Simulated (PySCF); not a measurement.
## Electron correlation in O⁺ (oxygen, charge +1)

[He] 2s2 2p3, high-spin 4S determinant. Computed with PySCF 2.14 in dyall-av3z, with no relativity, point nucleus. Frozen: 1s2; 5 electrons correlated; the 14 highest virtual orbitals of each spin left out.

| level | correlation energy (mhartree) |
| --- | --- |
| CCSD | -117.24 |
| (T) | -1.78 |
| CCSD(T) | -119.02 |

Diagnostics: T1 = 0.0043, D1 = 0.0103, largest double amplitude 0.030.

Q: Is a single reference adequate?

A: Yes: T1 lies below 0.03 and no double amplitude reaches 0.07.
